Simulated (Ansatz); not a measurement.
Born–Oppenheimer molecular dynamics of FH$_{5}$Si$_{3}$ (9 atoms, charge 0, multiplicity 1). It goes on from the last frame of an earlier run, with new velocities.

All numbers below come from RHF/6-31G* in Ansatz 0.2.0.

```
ensemble                      : NVE (velocity Verlet)
time step                     : 2.5 fs
steps asked                   : 120
starting velocities drawn for : 400 K
seed                          : 436951
```

First frame:

```xyz
9
Properties=species:S:1:pos:R:3
F -1.290 1.813 -1.971
Si 0.259 1.393 -1.670
Si 0.811 0.271 0.138
Si -0.546 -1.218 1.330
H 1.103 2.435 -2.254
H 2.291 0.125 0.173
H 0.280 -1.648 2.450
H -1.116 -2.336 0.648
H -1.613 -0.266 2.022
```

Question: How far do the bonds stretch over the last three quarters of this one trajectory? (Pairs bonded in most of those frames.)

Answer: 
```
   bond  mean (Å)  spread (Å)  shortest  longest
 F1–Si2     1.597       0.029      1.54     1.65
Si2–Si3     2.179       0.044      2.05     2.24
 Si2–H5     1.476       0.036      1.42     1.53
Si3–Si4     2.353       0.059      2.27     2.47
 Si3–H6     1.485       0.029      1.44     1.54
 Si4–H7     1.479       0.017      1.45     1.51
 Si4–H8     1.482       0.041      1.42     1.54
 Si4–H9     1.489       0.076      1.38     1.60
```

Mean temperature of the second half: 384 K. The conserved energy stayed within 3.7 meV per atom of its start (net change -0.35 meV per atom), so there is no drift, though single steps change it by up to 60 meV in the whole system, a sign of fast motions only just resolved. A step of 2.5 fs is long for free X–H stretches (periods near 10 fs) and can bias their spread and the temperature. A run of 0.3 ps of so small a system gives no equilibrium averages.

Time of the run: 3.5 min on 1 CPU thread of a shared host.
